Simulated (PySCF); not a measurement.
Excitation energy of Co²⁺ by level of theory

Co²⁺ [Ar] 3d7 (4F) → Co²⁺ [Ar] 3d6 4p1 (high-spin determinant), as a difference of total energies. All numbers are calculated (PySCF 2.14, scalar relativity by spin-free X2C-1e, in x2c-TZVPPall (6s5p4d2f1g, 64 functions)). Correlated levels: valence: [Ar] frozen. The calculations carry no spin-orbit coupling.

```tsv
method	excitation energy (eV)
UHF	10.650
MP2 (valence)	12.081
SCS-MP2 (valence)	12.350
CCSD (valence)	11.890
CCSD(T) (valence)	11.908
```

**Question.** How much does correlation contribute at CCSD(T) (valence)?

**Answer.** 11.908 − (10.650) = 1.258 eV, measured against UHF.

A first-order spin-orbit estimate (lowest level to lowest level, LS coupling) adds 0.067 eV.

The basis was made for the ground configuration and has no added diffuse functions, so the excitation energy can come out too high.

The determinant of the upper state mixes LS terms, which raises its energy above the lowest term, most at the Hartree-Fock and MP2 levels.
